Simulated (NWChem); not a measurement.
## Correlation energy of Pb

```
Pb
```
Charge 0, spin multiplicity 3.

Program: NWChem.

Basis set: def2-TZVP. Each correlation energy counts from its own Hartree-Fock reference.

Effective core potentials replace the inner electrons of Pb; spin-orbit coupling is left out. The correlated methods keep 4 core orbitals frozen. No SCF solution was tested for a lower state. Open-shell Hartree-Fock references start from PBE0 orbitals. No row is a measurement; the coupled-cluster row has its own basis-set and correlation limits.

### Question
Order these methods by the correlation energy they give, lowest first: UMP2, SCS-UMP2, CCSD on UHF, CCSD[T] on UHF.

### Answer
UMP2 (-351.5 mHa), CCSD[T] on UHF (-334.4 mHa), CCSD on UHF (-328.4 mHa), SCS-UMP2 (-309.7 mHa)
